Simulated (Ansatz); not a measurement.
A structure relaxed at r2SCAN-D4/def2-SVPD in Ansatz, charge -1, multiplicity 24:

```xyz
6

Mn    2.074   -1.056    0.823
Mn    0.068   -1.860   -0.747
Mn   -1.740    0.221   -0.974
Mn   -0.826    2.279    0.463
Mn   -0.375   -0.199    1.179
Mn    0.800    0.615   -0.744
```

Question: Give its formula and point group.

Answer: Mn6⁻ (the lowest multiplicity 24 isomer of a short search). Point group C2v (tolerance 0.1 Å).

Question: Summarise the bond lengths by kind (pairs closer than 1.2 times the sum of covalent radii, bridged metal pairs left out).

Answer: 12 × Mn–Mn 2.40 to 2.77 Å.

The charge -1 multiplicity 24 is spin-contaminated (final ⟨S²⟩ up to 145.89, 143.75 for a pure state). The highest occupied level of the charge -1 multiplicity 24 lies above zero (up to 0.44 eV). It is a level of β spin, whose loss leaves a multiplicity 25; that state wasn't run at this geometry and level. The electron is either unbound and held by the finite basis, or the level is raised by self-interaction error. An occupied level of the charge -1 multiplicity 24 lies above an empty one of the other spin, so a lower spin may lie lower. The relaxation made no stability test and no search for a lower SCF solution. No other spin state of charge -1 was run. The structure comes from a short search, and lower isomers may exist.
